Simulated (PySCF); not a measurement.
Compound: C2H8GeS.
Bonds: C1–S2, S2–Ge3, Ge3–C4. Hydrogens: H5, H6, H7 on C1; H8, H9 on Ge3; H10, H11, H12 on C4.

Computed by this run: PBE0-D3(BJ)/def2-SVP geometry optimisation, gas phase (PySCF); density fitting, grid level 1; the optimiser is geomeTRIC in internal coordinates, started from a GFN2-xTB structure with every atom displaced at random (about 0.01 Å).

Step 0: E = -69533.2409 eV
```
atom  x, y, z in Å  |  force x, y, z in eV/Å
C1      2.4814   -0.2103   -0.1761   -1.972   1.530   0.014
S2      0.9920   -0.9998    0.5451    0.100  -0.229   0.055
Ge3    -0.5999    0.3926   -0.1561    0.546   0.063   0.602
C4     -2.3039   -0.2770    0.4170   -0.784   0.239   0.557
H5      3.3004   -0.8451    0.0075    1.374  -1.001   0.340
H6      2.6199    0.7859    0.2920    0.215  -0.346  -0.113
H7      2.3367   -0.0659   -1.2504    0.133  -0.058  -0.236
H8     -0.2765    1.7893    0.3792   -0.061   0.249   0.257
H9     -0.4692    0.5265   -1.6378   -0.047  -0.062  -1.016
H10    -3.1343    0.3667    0.0734    0.227  -0.005  -0.088
H11    -2.3962   -0.3230    1.5168    0.232   0.041  -0.126
H12    -2.4934   -1.2786    0.0408    0.037  -0.422  -0.244
```

Step 1: E = -69533.3482 eV
```
atom  x, y, z in Å  |  force x, y, z in eV/Å
C1      2.4191   -0.2214   -0.1960    0.556  -0.316   0.154
S2      0.9800   -0.9512    0.6347   -0.087   0.091  -0.059
Ge3    -0.5780    0.4608   -0.1048   -0.069   0.031  -0.250
C4     -2.3059   -0.2921    0.4100    0.160   0.003  -0.173
H5      3.2950   -0.8645    0.0407   -0.348   0.205  -0.091
H6      2.6459    0.7887    0.1678   -0.052   0.098   0.049
H7      2.2980   -0.1977   -1.2861   -0.050  -0.013  -0.092
H8     -0.3756    1.8736    0.5105    0.003  -0.141  -0.048
H9     -0.4086    0.5795   -1.6605   -0.069  -0.036   0.375
H10    -3.1233    0.3376    0.0362   -0.051   0.044  -0.017
H11    -2.3713   -0.3466    1.5015   -0.018  -0.004   0.152
H12    -2.4182   -1.3055   -0.0026    0.024   0.037   0.000
```

Problem. Estimate the geometry and energy of step 2. (The exact step hangs on the optimiser's Hessian estimate; all steps are aligned on step 1, rigid shifts and turns removed.)

Solution. E = -69533.3609 eV, largest force 0.149 eV/Å
```
atom  x, y, z in Å  |  force x, y, z in eV/Å
C1      2.4352   -0.2209   -0.1925    0.146  -0.014   0.024
S2      0.9769   -0.9523    0.6089   -0.033   0.003  -0.010
Ge3    -0.5878    0.4552   -0.1174    0.005  -0.009  -0.039
C4     -2.3067   -0.2880    0.4113    0.028   0.004   0.017
H5      3.2952   -0.8648    0.0501   -0.079   0.024  -0.009
H6      2.6490    0.7898    0.1864   -0.030  -0.009  -0.010
H7      2.3247   -0.1892   -1.2865   -0.012   0.005   0.006
H8     -0.3737    1.8571    0.4941    0.018   0.010   0.015
H9     -0.4419    0.5718   -1.6527   -0.026  -0.008   0.017
H10    -3.1271    0.3458    0.0447    0.005  -0.001   0.005
H11    -2.3642   -0.3441    1.5080   -0.015  -0.005  -0.015
H12    -2.4226   -1.2992   -0.0029   -0.006  -0.001   0.000
```

The energy changes by -0.0127 eV. The first-order estimate −F·Δx gives -0.0228 eV and the mean of the old and new forces, exact on a quadratic surface, -0.0130 eV. The step makes an angle of 70° with the force vector and moves no atom by more than 0.035 Å.

Run on one thread, Arm Neoverse V1 (aarch64), shared host with 64 logical CPUs at a one-minute load of 12.
